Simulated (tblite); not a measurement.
Record of a relaxation.

Species: C5H14BNS.
Numbering: `[CH3:1][CH2:2][S:3][BH:4][NH:5][CH:6]([CH3:7])[CH3:8]` (hydrogens: H9, H10, H11 on C1; H12, H13 on C2; H14 on B4; H15 on N5; H16 on C6; H17, H18, H19 on C7; H20, H21, H22 on C8)

Computed with GFN2-xTB (tblite), gas phase: L-BFGS steps from a force-field or distance-geometry start until the largest atomic force falls under 0.01 eV/Å. 6 of its 177 geometries are shown.

Step 0: E = -686.4831 eV, largest atomic force 3.306 eV/Å
```
atom  x, y, z in Å  |  force x, y, z in eV/Å
C1      3.480    0.511    0.677   -0.280   0.632   0.471
C2      3.078   -0.091   -0.649    0.246  -2.160   0.293
S3      1.542    0.582   -1.305   -1.345   0.654  -0.553
B4      0.201   -0.696   -0.931    0.989  -0.064   3.022
N5     -0.604   -0.463    0.365    1.200  -1.480  -2.702
C6     -1.820    0.211   -0.099    0.645   0.349   0.306
C7     -2.821   -0.841   -0.445   -0.803  -1.116  -0.891
C8     -2.277    1.206    0.936   -0.313   1.530   0.292
H9      2.583    1.020    1.088    0.753  -0.143   0.001
H10     3.815   -0.246    1.413   -0.094   0.485  -0.540
H11     4.278    1.234    0.464   -0.342  -0.106   0.575
H12     2.913   -1.193   -0.465    0.191   0.830  -0.643
H13     3.857    0.081   -1.397   -0.289  -0.264   0.008
H14     0.429   -1.794   -1.302   -0.073   0.169  -0.026
H15    -0.825   -1.376    0.821    0.053   1.085  -0.302
H16    -1.558    0.754   -1.025   -0.082   0.056   0.194
H17    -3.107   -1.443    0.438   -0.123   0.515  -0.425
H18    -2.365   -1.556   -1.177   -0.386   0.507   0.482
H19    -3.685   -0.379   -0.949    0.068  -0.372   0.447
H20    -1.590    2.086    0.918   -0.410  -0.689   0.111
H21    -2.252    0.801    1.960   -0.242   0.054  -0.559
H22    -3.282    1.610    0.662    0.637  -0.472   0.438
```

Step 35: E = -688.4648 eV, largest atomic force 0.240 eV/Å
```
atom  x, y, z in Å  |  force x, y, z in eV/Å
C1      3.486    0.545    0.561    0.050   0.067   0.025
C2      3.169   -0.054   -0.800   -0.184   0.005  -0.119
S3      1.444    0.366   -1.295   -0.033   0.038  -0.066
B4      0.560   -0.781   -0.225   -0.073  -0.114   0.023
N5     -0.803   -0.788    0.019   -0.062   0.022   0.100
C6     -1.883    0.136   -0.284   -0.041  -0.018  -0.070
C7     -3.154   -0.655   -0.613    0.041  -0.058   0.044
C8     -2.120    1.057    0.922    0.012  -0.041  -0.101
H9      2.566    0.817    1.070   -0.019  -0.004   0.111
H10     4.033   -0.141    1.198    0.069  -0.159  -0.012
H11     4.084    1.439    0.447    0.065   0.231   0.015
H12     3.260   -1.139   -0.800   -0.047  -0.014  -0.017
H13     3.803    0.354   -1.584    0.003  -0.009   0.019
H14     1.206   -1.612    0.291   -0.008  -0.050   0.029
H15    -1.141   -1.502    0.647    0.016  -0.075   0.046
H16    -1.587    0.729   -1.154    0.053   0.052  -0.007
H17    -3.482   -1.203    0.271   -0.017   0.017  -0.003
H18    -2.957   -1.380   -1.402   -0.030   0.126  -0.002
H19    -3.964    0.006   -0.923    0.179  -0.064  -0.002
H20    -1.286    1.749    1.026   -0.070  -0.038   0.052
H21    -2.200    0.457    1.829   -0.006   0.083  -0.055
H22    -3.043    1.622    0.796    0.103   0.002  -0.011
```

Step 70: E = -688.6434 eV, largest atomic force 0.150 eV/Å
```
atom  x, y, z in Å  |  force x, y, z in eV/Å
C1      3.577    0.554    0.503    0.038   0.110   0.094
C2      3.022    0.023   -0.805   -0.031  -0.055   0.015
S3      1.240    0.436   -0.980    0.082  -0.021  -0.004
B4      0.505   -0.879    0.015   -0.104  -0.067   0.046
N5     -0.864   -0.925    0.214   -0.010  -0.005  -0.058
C6     -1.836    0.058   -0.231    0.000   0.069  -0.015
C7     -3.115   -0.636   -0.693    0.022   0.038  -0.021
C8     -2.090    1.089    0.872   -0.059   0.043   0.034
H9      2.942    0.245    1.336    0.109  -0.014  -0.085
H10     4.589    0.179    0.674   -0.102   0.037  -0.044
H11     3.607    1.643    0.485   -0.012  -0.081   0.012
H12     3.103   -1.062   -0.851    0.032  -0.027  -0.034
H13     3.532    0.457   -1.666   -0.057   0.015   0.068
H14     1.195   -1.708    0.476   -0.011   0.017  -0.019
H15    -1.292   -1.665    0.752    0.093   0.049   0.034
H16    -1.394    0.587   -1.082    0.043  -0.012  -0.040
H17    -3.594   -1.167    0.130    0.052   0.023  -0.029
H18    -2.873   -1.345   -1.484   -0.064  -0.021   0.055
H19    -3.820    0.092   -1.090    0.031  -0.014   0.041
H20    -1.145    1.547    1.162   -0.084  -0.024  -0.026
H21    -2.539    0.631    1.751    0.016  -0.070  -0.024
H22    -2.759    1.865    0.510    0.016   0.006   0.002
```

Step 106: E = -688.6671 eV, largest atomic force 0.034 eV/Å
```
atom  x, y, z in Å  |  force x, y, z in eV/Å
C1      3.607    0.530    0.496    0.001   0.001   0.016
C2      3.050   -0.003   -0.810    0.000   0.009   0.012
S3      1.266    0.388   -0.992   -0.011   0.005   0.007
B4      0.502   -0.888    0.032    0.010  -0.015  -0.004
N5     -0.867   -0.895    0.235    0.015   0.011   0.000
C6     -1.835    0.081   -0.235   -0.002  -0.004  -0.006
C7     -3.105   -0.623   -0.705   -0.008   0.000  -0.002
C8     -2.150    1.098    0.865    0.003  -0.006   0.001
H9      3.110    0.069    1.348   -0.010  -0.009  -0.031
H10     4.675    0.323    0.564   -0.009  -0.009  -0.016
H11     3.458    1.607    0.553    0.000  -0.006   0.006
H12     3.167   -1.083   -0.888    0.003   0.013   0.009
H13     3.537    0.476   -1.659   -0.002  -0.015  -0.007
H14     1.175   -1.723    0.503   -0.010   0.017   0.008
H15    -1.287   -1.601    0.823   -0.001   0.023   0.008
H16    -1.375    0.608   -1.078    0.006  -0.004   0.002
H17    -3.583   -1.137    0.128    0.009  -0.013   0.006
H18    -2.871   -1.352   -1.477   -0.003   0.008  -0.001
H19    -3.807    0.101   -1.107    0.005  -0.005  -0.021
H20    -1.235    1.589    1.186   -0.002   0.008   0.001
H21    -2.601    0.604    1.724   -0.001  -0.014   0.010
H22    -2.841    1.850    0.493    0.006   0.004   0.004
```

Step 141: E = -688.6727 eV, largest atomic force 0.021 eV/Å
```
atom  x, y, z in Å  |  force x, y, z in eV/Å
C1      3.608    0.453    0.459    0.010  -0.013  -0.012
C2      3.043   -0.014   -0.869    0.012   0.001  -0.005
S3      1.260    0.378   -1.029   -0.012   0.013   0.010
B4      0.519   -0.829    0.090   -0.002  -0.004   0.005
N5     -0.842   -0.811    0.330   -0.004  -0.007  -0.002
C6     -1.825    0.120   -0.195    0.003   0.006   0.014
C7     -3.027   -0.643   -0.748    0.005   0.009   0.003
C8     -2.251    1.108    0.893   -0.011   0.009  -0.003
H9      3.125   -0.069    1.282   -0.009   0.009   0.017
H10     4.678    0.256    0.504   -0.003  -0.004  -0.016
H11     3.445    1.522    0.583   -0.003  -0.002  -0.004
H12     3.162   -1.089   -0.999    0.011  -0.003   0.012
H13     3.523    0.503   -1.700    0.014  -0.001  -0.001
H14     1.197   -1.634    0.605    0.004   0.010  -0.010
H15    -1.251   -1.473    0.974   -0.005   0.004  -0.003
H16    -1.341    0.676   -1.004    0.003  -0.021  -0.001
H17    -3.535   -1.180    0.051    0.002  -0.010   0.001
H18    -2.705   -1.359   -1.501    0.006  -0.006   0.002
H19    -3.732    0.045   -1.204   -0.009   0.015  -0.002
H20    -1.381    1.645    1.265   -0.011  -0.009   0.008
H21    -2.722    0.586    1.724    0.013  -0.009  -0.012
H22    -2.957    1.827    0.489   -0.014   0.012   0.000
```

Step 176: E = -688.6765 eV, largest atomic force 0.009 eV/Å
```
atom  x, y, z in Å  |  force x, y, z in eV/Å
C1      3.699    0.414    0.393   -0.002  -0.001  -0.001
C2      3.037   -0.054   -0.889    0.001  -0.005   0.000
S3      1.268    0.426   -0.971   -0.004  -0.004  -0.001
B4      0.518   -0.752    0.173    0.005   0.001  -0.001
N5     -0.844   -0.729    0.413    0.008  -0.004   0.001
C6     -1.839    0.164   -0.151    0.003  -0.006   0.000
C7     -2.954   -0.646   -0.811    0.001   0.005  -0.003
C8     -2.400    1.087    0.931    0.003  -0.002  -0.004
H9      3.223   -0.041    1.259   -0.002   0.000  -0.002
H10     4.753    0.138    0.390    0.000   0.003   0.001
H11     3.621    1.495    0.483   -0.001   0.008  -0.001
H12     3.093   -1.137   -0.993    0.000  -0.003   0.002
H13     3.500    0.413   -1.758   -0.003  -0.001   0.000
H14     1.195   -1.548    0.702   -0.004   0.001   0.000
H15    -1.251   -1.385    1.064   -0.002   0.001  -0.001
H16    -1.331    0.770   -0.909   -0.006  -0.003   0.001
H17    -3.462   -1.263   -0.071    0.000   0.006  -0.004
H18    -2.543   -1.295   -1.581    0.004   0.001   0.005
H19    -3.683    0.018   -1.268    0.000   0.002  -0.001
H20    -1.595    1.657    1.388    0.001   0.003   0.007
H21    -2.899    0.506    1.705   -0.001  -0.004   0.001
H22    -3.116    1.781    0.500   -0.003   0.003   0.002
```

**Question.** Summarise the path.

**Answer.** The energy falls by 2.1934 eV from step 0 to step 176; nine tenths of that is first reached at step 34. It falls at every step. The largest force goes from 3.306 to 0.009 eV/Å. Among the bonds B4–N5 changes most, from 1.543 to 1.383 Å; the atoms move by 0.792 Å rms after alignment.

What follows is the cost of the whole relaxation. Hardware: an Arm Neoverse V2 with one thread, no GPU, on a shared host. Cost: 1.2 s wall.
